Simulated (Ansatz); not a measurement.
The same hydrogen abstraction along the group B, Al, In.

Gas-phase electronic energies from Ansatz, PBE0-D4/def2-TZVP geometries. CCSD(T)/CBS adds triple-zeta CCSD(T) − MP2 to the extrapolated MP2 energy (def2 sets, frozen cores). This one scheme is used for every species, atoms too. DFT in def2-TZVPP. Open shells (•) are unrestricted, without spin–orbit coupling. def2 core potentials past Kr. Bonds to In are less sure, by a few kJ/mol each and by 10 to 20 or more in all where they break to atoms, as the def2 sets lack core-valence functions.

| reaction | CCSD(T)/CBS(def2) (eV) |
| --- | --- |
| `CBC` + H• → `[CH2]BC`• + H₂ | ? |
| `[CH3][AlH][CH3]` + H• → `[CH2][AlH][CH3]`• + H₂ | -0.23 |
| `[CH3][InH][CH3]` + H• → `[CH2][InH][CH3]`• + H₂ | -0.13 |

Problem. Fill in the missing values. (Estimate.)

Solution. The calculation gave: `CBC` + H• → `[CH2]BC`• + H₂: -0.34 eV.

Largest T1 diagnostic: 0.013, for `[CH2][InH][CH3]`•.
